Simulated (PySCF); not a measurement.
WSCl4, SMILES [Cl][W]([Cl])([Cl])([Cl])=[S], multiplicity 1. Atoms are numbered in the order given.

```xyz
6

W      0.0000     0.0000     0.0919
S      0.0000     0.0000     2.2388
Cl     0.0000     0.0000    -2.3076
Cl    -1.9661    -1.1351    -0.0665
Cl     0.0000     2.2703    -0.0665
Cl     1.9661    -1.1351    -0.0665
```

Geometry: r2SCAN-D4/def2-SVP. The spin state was assumed, not searched. The isomer is the one that the SMILES or the coordinates give; other isomers of the formula were not compared. The def2 effective core potentials stand for the cores of W; spin–orbit coupling is left out.

Calculation: B3LYP/def2-TZVP run with PySCF.

Computed frontier levels, gap, dipole moment and polarisability:
* **highest occupied level**: -8.38 eV
* **lowest empty level**: -4.43 eV
* **orbital gap**: 3.95 eV
* **dipole moment**: 1.89 D
* **quadrupole, principal values (traceless, Buckingham form, about the centre of nuclear charge)**: -6.16, 3.08, 3.08 D·Å
* **mean static polarisability**: 120.4 bohr³ (17.84 Å³)
* **polarisability, principal values**: 107.6, 107.6, 146.0 bohr³
